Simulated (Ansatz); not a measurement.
input.yaml

```yaml
crystal:
  periodic: [false, false, false]
  atoms:
    - { symbol: Mg, position_ang: [-0.9293, -0.43, 1.4206] }
    - { symbol: C, position_ang: [1.1663, -0.3167, 0.006] }
    - { symbol: C, position_ang: [0.6686, -1.6033, -0.5777] }
    - { symbol: Cl, position_ang: [-1.0347, -1.0347, 3.5242] }
    - { symbol: H, position_ang: [0.231, 0.6758, -0.234] }
    - { symbol: Si, position_ang: [-1.2123, 1.8701, -0.3935] }
    - { symbol: H, position_ang: [2.1086, -0.0004, -0.4344] }
    - { symbol: H, position_ang: [1.2469, -0.3388, 1.0976] }
    - { symbol: H, position_ang: [-0.3757, -1.793, -0.2638] }
    - { symbol: H, position_ang: [0.6975, -1.5694, -1.6658] }
    - { symbol: H, position_ang: [1.268, -2.4533, -0.2432] }
    - { symbol: H, position_ang: [-1.1995, 1.5166, -1.8278] }
    - { symbol: H, position_ang: [-2.4804, 2.5899, -0.1927] }
    - { symbol: H, position_ang: [-0.1551, 2.8874, -0.2155] }
basis:
  gaussian: { orbitals: "6-31G*" }
hamiltonian:
  xc: pbe0
relax:
  f_tol: 0.15
  max_steps: 25
  restrain:
    - { distance: [0, 5], at: 3.82, k: 30.0 }
    - { distance: [4, 1], at: 2.37, k: 30.0 }
    - { distance: [0, 1], at: 2.17, k: 30.0 }
    - { distance: [4, 5], at: 1.42, k: 30.0 }
```

Run as:

```bash
$ ansatz run input.yaml --threads 2 --pin off --max-ram 3072MiB --backend cpu --events-out ev --progress --plain --runs-dir out
```

Hardware: 2 threads of Intel(R) Xeon(R) Platinum 8259CL CPU @ 2.50GHz (Skylake/Cascade Lake) (shared host).

Question: Roughly how long does this run take, and how much memory?

Answer: 110 s, with a peak of 0.28 GiB, for 17 ionic steps.
